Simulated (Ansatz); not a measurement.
A run for Ansatz (a program for electronic structure): R-B3LYP-D3(BJ)/def2-TZVP on hydronium (SMILES [OH3+]). Charge +1.

Ansatz 0.2 input:
```yaml
crystal:
  periodic: [false, false, false]
  atoms:
    - {symbol: O, position_ang: [0.00163690, 0.01336237, 0.20377586]}
    - {symbol: H, position_ang: [-0.59331776, -0.76904012, -0.07834940]}
    - {symbol: H, position_ang: [-0.36979569, 0.90200646, -0.10806620]}
    - {symbol: H, position_ang: [0.91798575, -0.09600474, -0.05949339]}
basis:
  gaussian:
    orbitals: def2-TZVP
hamiltonian:
  xc: b3lyp
  dispersion: d3bj
total_charge: 1
relax: {f_tol: 0.003, max_steps: 120}
```

Question: What total energy does the run end on?

Answer: -76.7386 hartree.
